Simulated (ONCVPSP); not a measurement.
Pseudopotential generation for iron (Fe): ONCV, PBE, scalar-relativistic.

```json
{"Element": "Fe", "Generator": "ONCVPSP 4.0.1", "Type": "optimised norm-conserving Vanderbilt (ONCV)", "Functional": "PBE", "Relativity": "scalar-relativistic", "Frozen core": "[Ar]", "Valence charge": "8", "Reference configuration": "3d6 4s1.5 4p0.5", "Partial waves": "4s: rc 2.60 bohr, ncon 3, nbas 6, qcut 2.3 1/bohr, 1 projector; 4p: rc 2.95 bohr, ncon 4, nbas 8, qcut 2.2 1/bohr, 2 projectors, debl 0.3 Ha; 3d: rc 1.70 bohr, ncon 4, nbas 9, qcut 8 1/bohr, 2 projectors, debl 3.9 Ha", "Local potential": "polynomial inside 1.65 bohr (lpopt 5, dvloc0 3 Ha)", "Core correction": "Teter function, fcfact 4.25, rcfact 1.65"}
```

Poles of the logarithmic derivatives, all-electron (AE) and pseudo (PS). s: poles at 0.7, 4.6 (AE) and 0.5, 1.6 (PS) Ha. p: poles at 0.7, 3.6 (AE) and 0.7, 3.0 (PS) Ha. d: poles at 0.1 (AE) and 0.1 (PS) Ha. Test radii: s 2.63, p 3.00, d 1.72 bohr.

- Cutoffs needed: 29 Ha and 40 Ha (the cutoffs (Ha) at which the residual kinetic energy of the hardest occupied pseudo-wave falls to 1 and 0.1 mHa per electron)
- Ghost test: no bound ghost flagged; no localised positive-energy state flagged
- Largest excitation error: -201 meV (all-electron minus pseudo) for 3d6 4s0 4p0, out of 4 test configurations
- rms error of d²Exc/dni dnj: 7.11 mHa without and 1.41 mHa with the model core
